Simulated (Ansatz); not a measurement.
GaH2(CCH) (C₂H₃Ga): single points at one geometry.

```yaml
crystal:
  periodic: [false, false, false]
  atoms:
    - {symbol: Ga, position_ang: [0.650879, 1.127007, 0.008471]}
    - {symbol: H, position_ang: [2.217535, 1.069738, 0.053020]}
    - {symbol: H, position_ang: [-0.178597, 2.457546, -0.027162]}
    - {symbol: C, position_ang: [-0.311438, -0.536267, -0.003125]}
    - {symbol: C, position_ang: [-0.921083, -1.594272, -0.011823]}
    - {symbol: H, position_ang: [-1.457296, -2.523752, -0.019391]}
basis:
  gaussian: {orbitals: def2-TZVP, initial_orbitals: start.molden}
hamiltonian: {xc: {name: CAM-B3LYP}, dispersion: d4}
scf: {omitted_lower_state_checks: [starts]}
output: {orbitals: {seedname: orbitals}}
```

The file start.molden holds the orbitals of an earlier run on this structure, at another level or in another basis.

```sh
$ ansatz run in.yaml --threads 4 --pin off --events-out ev --progress --plain --max-ram 3916MiB
```

It prints (some lines left out):

```
Functional definition: CAM-B3LYP
895 factors; their error is unknown
228 factors; integrals over basis functions are off by at most 1.8e-5 eV
mean field evaluation 1: about -54501.1072 eV, gradient 5.1e0 eV
mean field evaluation 2: about -54501.1493 eV, gradient 3.7e-2 eV
mean field evaluation 4: about -54501.2893 eV, gradient 1.1e-4 eV
mean field -54501.28930633 eV, -2002.8854397067 hartree, gradient 2.6e-5 eV, S^2 0.000000; 0 other end points of the search recorded, 0 dependent functions left out
reference -54501.28942763 eV, -2002.8854441646 hartree; 23, 23 occupied and 105, 105 virtual orbitals, 895 factors
Total energy: -54501.37313799 eV, -2002.8885204636 hartree
Checks for a lower state left out: starts
```

It took 1.3 s on 4 threads of Arm Neoverse V1 on a shared host.

The first input with `correlation: {method: mp2}` and without the key `hamiltonian` (abridged; 0.76 s):

```
Functional definition: HF
mean field -54441.41548136 eV, -2000.6851172232 hartree, gradient 1.8e-6 eV, S^2 0.000000
11 core orbitals not correlated: weight in the atoms' cores, before any rotation towards them, 1.000 or more for the frozen orbitals, at most 0.000 for the correlated occupied ones
second order -14.20461353 eV of doubles, -0.00000000 eV of singles
Total energy: -54455.62009489 eV, -2001.2071271421 hartree
Checks for a lower state left out: starts
```

The first input with `hamiltonian: {xc: {name: BLYP}, dispersion: d4}` (abridged; 0.9 s):

```
Functional definition: BLYP
mean field -54500.42034408 eV, -2002.8535059333 hartree, gradient 2.7e-5 eV, S^2 0.000000
Total energy: -54500.63386517 eV, -2002.8613526885 hartree
Checks for a lower state left out: starts
```

The first input with `hamiltonian: {xc: {name: B97M-V}}` (abridged; 3.3 s):

```
Functional definition: B97M-V
mean field -54489.39866483 eV, -2002.4484666915 hartree, gradient 2.5e-5 eV, S^2 0.000000
Total energy: -54489.39872174 eV, -2002.4484687828 hartree
Checks for a lower state left out: starts
```

First input, but with `gaussian: {orbitals: 6-31G}`, `hamiltonian: {xc: {name: B3LYP}, dispersion: d4}` (abridged; 0.6 s):

```
Functional definition: B3LYP
mean field -54490.22454767 eV, -2002.4788173260 hartree, gradient 2.6e-5 eV, S^2 0.000000
Total energy: -54490.38356241 eV, -2002.4846610102 hartree
Checks for a lower state left out: starts
```

The first input with `hamiltonian: {xc: lda}` (abridged; 0.6 s):

```
Functional definition: SPW92
mean field -54396.62862461 eV, -1999.0392305953 hartree, gradient 1.2e-5 eV, S^2 0.000000
Total energy: -54396.62866160 eV, -1999.0392319546 hartree
Checks for a lower state left out: starts
```

The first input with `hamiltonian: {xc: {name: PBE-QIDH}}` and without the key `output` (abridged; 1.8 s):

```
Functional definition: PBE-QIDH
mean field -54474.59980597 eV, -2001.9046186594 hartree, gradient 2.3e-6 eV, S^2 0.000000
11 core orbitals not correlated: weight in the atoms' cores, before any rotation towards them, 1.000 or more for the frozen orbitals, at most 0.000 for the correlated occupied ones
second order -16.27970109 eV of doubles, -0.00000000 eV of singles
Total energy: -54480.02638490 eV, -2002.1040417569 hartree
Checks for a lower state left out: starts
```

Geometry: PBE-D4/def2-TZVP.

The 6-31G sets use Cartesian d functions. B3LYP takes the VWN-RPA correlation. Correlated methods freeze 11 core orbitals; core or outer-core shells of Ga are correlated, in sets that lack core-valence functions.
